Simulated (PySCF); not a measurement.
# Electronic structure of V²⁺ (vanadium, charge +2) at the HSE06 level

Configuration: [Ar] 3d3, high-spin 4F determinant. Computed with PySCF 2.14 in def2-TZVPPD (6s6p4d2f1g, 67 functions), with the non-relativistic Hamiltonian (point nucleus).

| Quantity | Value |
| --- | --- |
| Total energy | -942.921 hartree |
| One-electron energy | -1280.583 hartree |
| Hartree (Coulomb) energy | 382.358 hartree |
| Exchange-correlation energy | -44.696 hartree |
| Kinetic energy | 941.69441 hartree |
| ⟨S²⟩ | 3.7507 |
| ⟨L²⟩ | 12.007 |
| Sum of ⟨r⟩ | 14.30 bohr |
| Sum of ⟨r²⟩ | 16.58 bohr² |
| Density at the nucleus (Gaussians lack the cusp) | 7950 bohr⁻³ |
| Spin density at the nucleus | -0.145 bohr⁻³ |
| Langevin diamagnetic susceptibility | -13.1 ×10⁻⁶ cm³/mol |

```
shell  electrons  mean orbital energy (hartree)  rms radius, mean of both spins (bohr)
 1s α          1                     -197.77403                                 0.0776
 1s β          1                     -197.77395                                 0.0776
 2s α          1                      -22.98356                                  0.337
 2s β          1                      -22.94211                                  0.337
 2p α          3                      -19.44781                                  0.305
 2p β          3                      -19.41219                                  0.305
 3s α          1                       -3.35266                                   1.03
 3s β          1                       -3.22365                                   1.03
 3p α          3                       -2.37189                                   1.11
 3p β          3                       -2.23222                                   1.11
 3d α          3                       -0.89597                                   1.45
```
